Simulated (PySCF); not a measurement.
Cl2HNOW, SMILES [Cl][W]([Cl])(=[O])=[NH], multiplicity 1.

Coordinates come from a PBE-D3(BJ)/def2-SVP optimisation. The multiplicity is an assumed one; no other spin state was optimised. The structure was generated by enumeration; whether it is a known compound was not checked. The def2 effective core potentials stand for the cores of W; spin–orbit coupling is left out.

Two levels are set side by side: TDDFT-PBE/def2-SVPD (PySCF) and TDDFT-B3LYP/def2-SVPD (PySCF). Vertical, same geometry. The lowest singlet is HOMO→LUMO 93 % with PBE and HOMO→LUMO 92 % with the other functional; states are paired by order. Differences are taken from unrounded values.

```tsv
quantity	TDDFT-PBE
lowest singlet excitation (eV)	3.99
lowest triplet excitation (TDA) (eV)	3.49
```

These are the TDDFT-PBE values. What does TDDFT-B3LYP give? (The exact figures need the calculation; the answer reports its results.)


```json
[
 {"quantity": "lowest singlet excitation (eV)", "TDDFT-B3LYP": "4.22", "TDDFT-PBE minus TDDFT-B3LYP": "-0.23"},
 {"quantity": "lowest triplet excitation (TDA) (eV)", "TDDFT-B3LYP": "3.66", "TDDFT-PBE minus TDDFT-B3LYP": "-0.17"}
]
```

Functionals without exact exchange tend to place singlet excitations lower, as here. Differences between two approximate levels are no errors against the true value.

Rough cost on one machine, each run with all the roots and properties that it gave: TDDFT-B3LYP against TDDFT-PBE about 3 times.
